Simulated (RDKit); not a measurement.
A run for RDKit: MMFF94 on SiCl4 (SMILES Cl[Si](Cl)(Cl)Cl).

```python
from rdkit import Chem
from rdkit.Chem import AllChem, rdDetermineBonds

blocks = [
'''5

Si   -0.00000000    0.00000000   -0.00000000
Cl    1.17346072    1.17346072    1.17346072
Cl    1.17346072   -1.17346072   -1.17346072
Cl   -1.17346072    1.17346072   -1.17346072
Cl   -1.17346072   -1.17346072    1.17346072
''',
]
mol = None
for b in blocks:
    f = Chem.MolFromXYZBlock(b)
    rdDetermineBonds.DetermineBonds(f, charge=0)
    mol = f if mol is None else Chem.CombineMols(mol, f)
Chem.SanitizeMol(mol)
print(Chem.MolToSmiles(Chem.RemoveHs(mol)))
ff = AllChem.MMFFGetMoleculeForceField(mol, AllChem.MMFFGetMoleculeProperties(mol), nonBondedThresh=100.0, ignoreInterfragInteractions=False)
e = ff.CalcEnergy()
print(f'MMFF94 energy {e:.6f} kcal/mol')
```

The log:

```
Cl[Si](Cl)(Cl)Cl
MMFF94 energy 2.269625 kcal/mol
```

The run finished.

Cost: around 0.03 core-seconds (rough).
